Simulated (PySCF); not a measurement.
How methods differ on the ionisation energy of Au²⁺

Au²⁺ [Xe] 4f14 5d9 (2D) → Au³⁺ [Xe] 4f14 5d8 (3F), as a difference of total energies. Calculation: PySCF 2.14, in aug-cc-pwCVDZ-PP with ECP60MDF (6s6p5d3f, 70 functions); a scalar-relativistic core potential. Correlated levels: valence: 5s2 5p6 frozen; valence and next inner shell: nothing frozen outside the core potential. The calculations carry no spin-orbit coupling.

```csv
method,ionisation energy (eV)
UHF,30.837
LDA,33.297
PBE,32.848
PBE0,32.672
r2SCAN,32.484
CAM-B3LYP,32.750
M06-2X,33.046
wB97M-V,32.587
B2PLYP,32.568
MP2 (valence),32.463
SCS-MP2 (valence),32.361
MP2 (valence and next inner shell),32.404
SCS-MP2 (valence and next inner shell),32.222
```

How much does correlation contribute at MP2 (valence and next inner shell)?

32.404 − (30.837) = 1.567 eV, measured against UHF.

The reference lies between the lowest fine-structure levels, while these numbers refer to the centres of the terms.

Errors of the correlated levels include the incompleteness of this basis and the frozen core.

For comparison: 30 ± 1.6 eV (theoretical estimate listed by NIST; NIST Atomic Spectra Database, ionization energies).
